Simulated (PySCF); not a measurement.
Basis and Hamiltonian dependence of the ionisation energy of F⁺

F⁺ [He] 2s2 2p4 (3P) → F²⁺ [He] 2s2 2p3 (4S). Calculated with PySCF 2.14 from differences of total energies of unrestricted determinants, without spin-orbit coupling. Values in eV.

| basis | Hamiltonian | functions | UHF | LDA | PBE0 | MP2 (valence) | CCSD(T) (valence) | CCSD(T) (valence and next inner shell) |
| --- | --- | --- | --- | --- | --- | --- | --- | --- |
| x2c-SVPall | spin-free X2C | 14 | 33.515 | 35.422 | 35.399 | 34.347 | 34.366 | n/a |
| aug-cc-pVDZ-DK | spin-free X2C | 23 | 33.337 | 35.278 | 35.240 | 34.230 | 34.265 | n/a |
| cc-pVTZ-DK | spin-free X2C | 30 | 33.379 | 35.260 | n/a | 34.582 | 34.639 | n/a |
| pcseg-2 | non-relativistic | 30 | 33.453 | n/a | n/a | 34.610 | 34.673 | n/a |
| def2-TZVP | non-relativistic | 31 | 33.409 | 35.257 | n/a | 34.598 | 34.659 | n/a |
| def2-TZVPP | non-relativistic | 31 | 33.409 | n/a | n/a | 34.598 | 34.659 | n/a |
| def2-TZVPPD | non-relativistic | 40 | 33.412 | 35.259 | 35.258 | 34.605 | 34.669 | n/a |
| x2c-QZVPPall | spin-free X2C | 57 | 33.387 | 35.267 | 35.246 | 34.731 | 34.796 | 34.815 |
| aug-cc-pwCVTZ | non-relativistic | 59 | 33.374 | 35.263 | 35.248 | 34.633 | 34.696 | 34.724 |
| aug-cc-pVTZ with one added diffuse shell each of s, p, d, f type | non-relativistic | 62 | 33.392 | 35.258 | 35.254 | 34.621 | 34.685 | n/a |
| def2-QZVPPD | non-relativistic | 66 | 33.401 | 35.279 | 35.259 | 34.744 | 34.809 | 34.828 |
| aug-cc-pwCVQZ | non-relativistic | 109 | 33.394 | 35.281 | 35.258 | 34.774 | n/a | n/a |
| aug-cc-pV5Z | non-relativistic | 127 | 33.395 | 35.285 | 35.260 | 34.818 | n/a | n/a |

Q: Estimate the row for dyall-av3z (spin-free X2C, 71 functions).

A: From the rows with the same Hamiltonian and similar size; the calculation gives UHF 33.38; LDA 35.27; PBE0 35.24; MP2 (valence) 34.63; CCSD(T) (valence) 34.70 (eV).

Extrapolation of MP2 (valence) from aug-cc-pwCVTZ and aug-cc-pwCVQZ: the correlation parts are 1.259 and 1.380 eV; with the X⁻³ form and unrounded values, (4³ × 1.380 − 3³ × 1.259)/(4³ − 3³) = 1.468 eV, and adding the Hartree-Fock value 33.394 eV of the larger basis gives 34.862 eV.

Frozen in the all-electron rows: valence: 1s2; valence and next inner shell: nothing.

Reference for a calculation without spin-orbit coupling: 34.950 eV (measured, between term centres; NIST).
